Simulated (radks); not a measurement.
All-electron atom: Ca II in [Ar] 3d1 (not the ground configuration).

All-electron calculation, scalar-relativistic Kohn-Sham, BLYP, spin-polarised, spherical densities, finite nucleus; open shells are filled with parallel spins first; Fermi nuclear charge, rms radius 3.4776 fm. Program: a radial shooting solver on a logarithmic mesh with Libxc functionals.

Energy parts (hartree):
| part | energy |
|---|---|
| total | -680.28379 |
| kinetic | 684.94235 |
| electron-nucleus | -1613.35120 |
| Hartree | 284.35464 |
| exchange-correlation | -36.22958 |

Orbitals (lengths in bohr, moments of r in powers of bohr; r(max) is where P^2 peaks):
| orbital | occ. | eigenvalue (hartree) | r(max) | <r^2> | <r^4> |
|---|---|---|---|---|---|
| 1s up | 1 | -145.3258 | 0.05028 | 0.007942 | 0.0001625 |
| 1s down | 1 | -145.3261 | 0.05028 | 0.007942 | 0.0001625 |
| 2s up | 1 | -15.32337 | 0.2999 | 0.1574 | 0.04397 |
| 2s down | 1 | -15.31923 | 0.2999 | 0.1573 | 0.04392 |
| 2p up | 3 | -12.40654 | 0.2463 | 0.1330 | 0.03688 |
| 2p down | 3 | -12.40334 | 0.2463 | 0.1329 | 0.03682 |
| 3s up | 1 | -1.84143 | 0.9954 | 1.573 | 4.080 |
| 3s down | 1 | -1.82111 | 0.9947 | 1.570 | 4.067 |
| 3p up | 3 | -1.14911 | 1.053 | 1.977 | 7.052 |
| 3p down | 3 | -1.12822 | 1.051 | 1.974 | 7.056 |
| 3d up | 1 | -0.21719 | 1.363 | 7.519 | 147.3 |

The highest occupied level is 3d up at -5.910 eV. The density falls to 0.001 e/bohr^3 at r = 3.60 bohr. Summed over all electrons, <r^2> = 23.64 bohr^2, which gives a Langevin (diamagnetic) susceptibility term of -18.7 x 10^-6 cm^3/mol. The electron density at the nucleus is 6191 e/bohr^3 (large components only). Spin moment in Bohr magnetons: 1.
